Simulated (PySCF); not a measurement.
C3H12Si2, SMILES C[Si]([SiH3])(C)C at its GFN2-xTB optimised geometry (Å):

```
17

Si    -1.1880    -1.8410    -1.8259
Si    -0.3317    -0.6812     0.0000
C     -0.9016     1.1452     0.0000
C      1.5815    -0.6812     0.0000
C     -0.9043    -1.4578     1.6522
H     -0.7756    -1.2674    -3.1119
H     -0.7664    -3.2459    -1.8607
H     -2.6548    -1.8628    -1.8499
H     -0.5025     1.6920     0.8503
H     -0.5762     1.6593    -0.9000
H     -1.9845     1.2197     0.0436
H      1.9752    -0.2269    -0.9050
H      1.9759    -1.6920     0.0545
H      1.9845    -0.1280     0.8443
H     -0.5757    -2.4898     1.7373
H     -1.9876    -1.4539     1.7339
H     -0.5106    -0.9184     2.5096
```

Method: CAM-B3LYP/def2-SVP in PySCF. Cells within 0.4 Å of a nucleus heavier than hydrogen are left out (blank, or x).

Map of the HOMO amplitude (bohr^(-3/2)) on the plane z = 0.0 Å; orbital energy -9.12 eV, overall sign arbitrary:

```
|55555555555555555555555555555|
|55555555555555555555555555555|
|55555555555555555555555555555|
|55555555555555555555555555555|
|55555555556666555555555555555|
|55555555566666655555555555555|
|55555555666766665555555555555|
|55555555667777665555555555555|
|55555555678987655555555555555|
|5555555556xx86555555555555555|
|5555555444xxx4445555555555555|
|5555555443xx12344455555555555|
|55555554431001234445566665555|
|55555555432111223345666666555|
|55555555544322222235677666555|
|5555555555554x321124788766555|
|555555666676xxx2110xx98766555|
|555556667788xxx3210xx87666555|
|55555666789986643212466665555|
|55555666789998754333455655555|
|55555666788998765444455555555|
|55555566677887765554455555555|
|55555566667777665555555555555|
|55555556666666665555555555555|
|55555555666666665555555555555|
|55555555555666555555555555555|
|55555555555555555555555555555|
|55555555555555555555555555555|
|55555555555555555555555555555|
```
Scale: ten equal steps from -0.097 (start of '0') to 0.078 (end of '9'), in the order '0123456789'; x runs from -4.00 to 4.00, y from -4.00 (bottom) to 4.00 (top).
